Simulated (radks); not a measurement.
Valence configurations of La I (all share [Xe]). Calculated with a radial shooting solver on a logarithmic mesh with Libxc functionals: scalar-relativistic Kohn-Sham, r2SCAN, spin-unpolarised, spherical densities, finite nucleus; meta-GGA in the generalised Kohn-Sham scheme; Fermi nuclear charge, rms radius 4.855 fm. Energies are relative to 5d1 6s2; eigenvalues in eV.

valence          E (eV)   e(4f)   e(5d)   e(6p)   e(6s)
5d1 6s2           0.000       -  -2.993       -  -3.761
5d2 6s1           0.930       -  -2.043       -  -3.070
5d0.5 6s2 6p0.5   0.990       -  -3.966  -1.746  -4.358
5d3               2.012       -  -1.311       -       -
6s2 6p1           2.233       -       -  -2.173  -4.924
5d1 6s1 6p1       2.453       -  -3.839  -1.850  -4.260
5d1 6p2           4.845       -  -4.609  -2.262       -
4f2 5d1           6.066  -0.317  -3.330       -       -

NIST lists [Xe] 5d1 6s2 as the ground configuration; this level of theory agrees among the configurations tried. The energies are those of spherical spin-averaged densities, not of single terms. No valid solution was reached for [Xe] 4f1 6s2; [Xe] 4f1 5d1 6s1.
